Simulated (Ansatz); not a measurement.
Cartesian coordinates (Å):
SMILES: C[C@@H]([SiH3])[C@H](C)C(F)(F)F
```xyz
20

C      1.3391    -0.8701    -1.2700
C      0.6983    -0.5125     0.0827
Si     1.5898     1.0031     0.8440
C     -0.8439    -0.4423    -0.0401
C     -1.3641     0.6218    -1.0123
C     -1.5235    -0.2880     1.3116
F     -2.8549    -0.4551     1.2142
F     -1.0765    -1.1857     2.2081
F     -1.3208     0.9379     1.8427
H      2.4029    -1.1225    -1.1479
H      1.2828    -0.0406    -1.9929
H      0.8393    -1.7409    -1.7283
H      0.9196    -1.3371     0.7822
H      1.1825     2.2738     0.1776
H      1.3612     1.1137     2.3095
H      3.0508     0.8054     0.6073
H     -1.1850    -1.4302    -0.3988
H     -1.0585     1.6318    -0.7033
H     -0.9772     0.4410    -2.0242
H     -2.4619     0.5966    -1.0621
```
Charge 0, multiplicity 1.

All values below come from frozen-core CCSD(T)/cc-pVDZ // B3LYP-D3(BJ)/def2-SVP run with Ansatz (a first-principles code).

The HF energy is -783.03222 Ha and the MP2 correlation energy is -1.37126 Ha.

**Question.** Estimate the CCSD correlation energy, the (T) correction, the total energy and the T1 diagnostic.

**Answer.** 
```json
{
 "CCSD correlation energy": "-1.45407 Ha",
 "(T) correction": "-0.03827 Ha",
 "CCSD(T) total energy": "-784.52456 Ha",
 "T1 diagnostic": "0.010"
}
```
